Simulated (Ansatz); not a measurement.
Calculated with Ansatz (gas phase, PBE0-D4/def2-TZVP geometries, no zero-point term in ΔE). CBS: MP2 limit from def2 TZ/QZ plus the TZ coupled-cluster correction, frozen cores. This one scheme is used for every species, atoms too. Functionals use def2-TZVPP. B3LYP here is the variant with VWN-RPA as its local correlation; programs differ in this. HSE06 is defined as in plane-wave codes. Open shells (•) are unrestricted, without spin–orbit coupling. Spin–orbit coupling would lower the free atoms: a little for C, O, Si; strongly for In. def2 core potentials past Kr. Bonds to In are less sure, by a few kJ/mol each and by 10 to 20 or more in all where they break to atoms, as the def2 sets lack core-valence functions. One conformer a species, not always the lowest.

Reaction (atomization): `[CH3][In]([NH2])[O][SiH3]` → C• + 8 H• + In• + N• + O• + Si•

```tsv
level	ΔE (kJ/mol)	difference from CCSD(T)/CBS
LDA (SPW92)	4855.7	531.0
revPBE-D4	4206.5	-118.2
BLYP-D4	4264.7	-60.0
r2SCAN-D4	4281.4	-43.3
B97M-V	4290.8	-33.9
B3LYP-D4	4278.5	-46.2
r2SCANh-D4	4253.9	-70.8
r2SCAN0-D4	4215.2	-109.5
HSE06-D4	4248.3	-76.4
BHLYP-D4	4171.4	-153.3
CAM-B3LYP-D4	4312.7	-12.0
ωB97X-V	4319.1	-5.6
ωB97M-V	4304.8	-19.9
B2PLYP	4240.2	-84.5
PBE-QIDH	4236.4	-88.3
PBE	4287.0	-37.7
revPBE	4138.9	-185.8
BLYP	4211.1	-113.6
r2SCAN	4274.9	-49.8
B3LYP	4237.7	-87.0
r2SCANh	4246.9	-77.8
r2SCAN0	4207.4	-117.3
HSE06	4227.7	-97.0
BHLYP	4136.6	-188.1
CAM-B3LYP	4290.2	-34.5
LC-ωPBE	4270.6	-54.1
HF/def2-SVP	3016.4	-1308.3
MP2/def2-SVP	4024.2	-300.5
CCSD/def2-SVP	3949.8	-374.9
CCSD(T)/def2-SVP	3989.1	-335.6
HF/def2-TZVPP	3057.6	-1267.1
MP2/def2-TZVPP	4230.9	-93.8
SCS-MP2/def2-TZVPP	4239.7	-85.0
CCSD/def2-TZVPP	4133.8	-190.9
CCSD(T)/def2-TZVPP	4194.9	-129.8
HF/def2-QZVPP	3069.0	-1255.7
MP2/def2-QZVPP	4309.4	-15.3
HF/CBS(def2)	3070.7	-1254.0
MP2/CBS(def2)	4360.7	36.0
CCSD/CBS(def2)	4263.6	-61.1
CCSD(T)/CBS	4324.7	0
```

Largest T1 diagnostic among the species: 0.015.

From r2SCAN to r2SCAN0 (25 % exact exchange), in def2-TZVPP and without D4, ΔE moves by −67.5 kJ/mol: exact exchange takes away binding that semilocal exchange gives to molecules. At CCSD(T), def2-SVP lies −335.6 kJ/mol from the extrapolated value and def2-TZVPP −129.8 kJ/mol: correlation converges slowly with the basis, and small sets miss more of it in the bonded molecule than in its fragments. The D4 term adds +40.8 kJ/mol with B3LYP and +21.8 kJ/mol with PBE0; it sums over pairs of atoms, weighted by their polarisabilities, and B3LYP, whose exchange is more repulsive, gets the larger term.

For atomizations the MP2-based limit and the directly extrapolated one differ by several kJ/mol either way, and by 10 to 25 for some Ge, Se and Sn compounds, so smaller differences from it don't rank the levels.
